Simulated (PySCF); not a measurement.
CeS: f occupation and spin

Unrestricted PBE0; Ce x2c-SVPall, S x2c-SVPall; spin-free X2C with a Gaussian nucleus (PySCF 2.14). The search starts from ions with several 4f fillings and holds each by maximum overlap.

The lowest solution of each spin and filling, followed along the bond (rough minima from three points):

```tsv
2Ms+1	4f population	⟨S²⟩ at the start	R at minimum (Å)	Te (eV)
3	1.23	2.01	2.32	0.00
1	1.23	1.01	2.32	0.04
```

Solutions at the starting distance of 2.286 Å, counted from the lowest; the search is not exhaustive:

| 2Ms+1 | 4f population | E (eV) | ⟨S²⟩ | ⟨Lz²⟩ | μ (D) |
| --- | --- | --- | --- | --- | --- |
| 3 | 1.23 | 0.00 | 2.01 | 4.0 | -5.11 |
| 3 | 1.24 | 0.04 | 2.00 | 9.0 | -5.03 |
| 1 | 1.23 | 0.04 | 1.01 | 4.0 | -5.16 |
| 1 | 1.24 | 0.08 | 1.00 | 9.0 | -4.99 |
| 3 | 1.18 | 0.26 | 2.01 | 0.0 | -5.18 |
| 1 | 1.18 | 0.36 | 1.00 | 0.0 | -5.11 |
| 3 | 1.19 | 0.69 | 2.01 | 8.0 | -7.66 |
| 1 | 1.20 | 0.86 | 0.98 | 8.0 | -7.53 |
| 3 | 1.48 | 1.10 | 2.01 | 5.5 | -5.63 |
| 3 | 1.67 | 1.18 | 2.01 | 9.0 | -5.63 |
| 1 | 1.39 | 1.29 | 1.01 | 5.0 | -5.04 |
| 5 | 1.60 | 3.38 | 6.00 | 8.9 | -1.38 |
| 5 | 1.81 | 3.43 | 6.00 | 9.0 | -1.15 |

Partly filled real f orbitals mix terms, so no term symbols are given. A population far from a whole number shows f orbitals mixing with d and ligand orbitals, not a clean configuration. A positive dipole means Ce(−)S(+).

Spin–orbit coupling is left out. Counting both spins, an empty level lies below a filled one in some of these solutions, because spin and occupation are held. With d or f electrons several states lie close, and the lowest PBE0 determinant need not be the measured ground state.
